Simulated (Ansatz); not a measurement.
Gas-phase electronic energies from Ansatz, PBE0-D4/def2-TZVP geometries. CCSD(T)/CBS adds triple-zeta CCSD(T) − MP2 to the extrapolated MP2 energy (def2 sets, frozen cores). For Ge outer-core shells are correlated without core-valence functions, which leaves a few kJ/mol of doubt a bond. Scalar relativity is left out up to krypton. Each species was taken in one conformer, which may not be the lowest.

`CC(C)BN` + `[SH][GeH3]` → `NB[S][GeH3]` + propane  (ligand exchange at a B–C bond)

`CC(C)BN`:

Cartesian coordinates in Å:
```
C 0.862 1.377 0.288
C 0.371 0.011 -0.192
C 1.078 -1.107 0.575
B -1.190 -0.104 -0.007
N -2.053 -0.306 -1.079
H 0.621 1.529 1.344
H 1.949 1.465 0.183
H 0.407 2.197 -0.275
H 0.628 -0.090 -1.256
H 0.780 -2.098 0.222
H 2.166 -1.030 0.472
H 0.845 -1.054 1.643
H -1.678 -0.017 1.090
H -3.050 -0.383 -0.979
H -1.735 -0.390 -2.030
```

`[SH][GeH3]`:

```xyz
6

S     1.657   -0.003   -0.468
Ge   -0.539   -0.068   -0.121
H     1.956    0.335    0.797
H    -1.050    1.307    0.336
H    -0.884   -1.129    0.935
H    -1.139   -0.443   -1.480
```

`NB[S][GeH3]`:

```xyz
10

N    -1.948    1.063    0.822
B    -0.755    0.416    0.519
S    -0.294    0.134   -1.219
Ge    1.645   -0.902   -0.896
H    -2.595    1.397    0.128
H    -2.237    1.237    1.768
H    -0.045    0.053    1.412
H     2.194   -1.222   -2.294
H     1.423   -2.196   -0.100
H     2.613    0.020   -0.140
```

`CCC`:

Cartesian coordinates in Å:
```
C -0.924 0.751 0.483
C 0.140 -0.333 0.497
C 0.820 -0.504 -0.851
H -1.707 0.524 -0.247
H -0.495 1.720 0.211
H -1.402 0.861 1.459
H 0.892 -0.097 1.258
H -0.310 -1.283 0.803
H 1.582 -1.287 -0.822
H 1.308 0.423 -1.166
H 0.096 -0.773 -1.625
```

```json
{"species": "`CC(C)BN`", "MP2/def2-TZVPP energy (Eh)": "-199.53598"}
{"species": "`[SH][GeH3]`", "MP2/def2-TZVPP energy (Eh)": "-2475.70270"}
{"species": "`NB[S][GeH3]`", "MP2/def2-TZVPP energy (Eh)": "-2556.41577"}
{"species": "`CCC`", "MP2/def2-TZVPP energy (Eh)": "-118.85328"}
```

Problem. Work out ΔE.

Solution. ΔE = (-2556.41577) + (-118.85328) − (-199.53598) − (-2475.70270) = -0.03037 Eh = -79.7 kJ/mol. CCSD(T)/CBS gives -76.2 kJ/mol.

Problem. What do rigid-rotor, harmonic-oscillator terms from PBE0-D4/def2-TZVP frequencies (298.15 K, 1 bar) make of the CCSD(T)/CBS value? (Best estimate.)

Solution. Ansatz gave: ΔZPE = +7.6 kJ/mol, ΔH = -68.6 kJ/mol, ΔS = -4 J/(mol·K), ΔG = -67.4 kJ/mol.

Largest T1 diagnostic among the species: 0.012.

Leaving LDA and LC-ωPBE aside and taking each functional with its dispersion term where it has one, the values, not all of them listed here, spread over 6.5 kJ/mol, from r2SCAN-D4 to ωB97M-V. LDA lies +4.1 kJ/mol from PBE without D4.
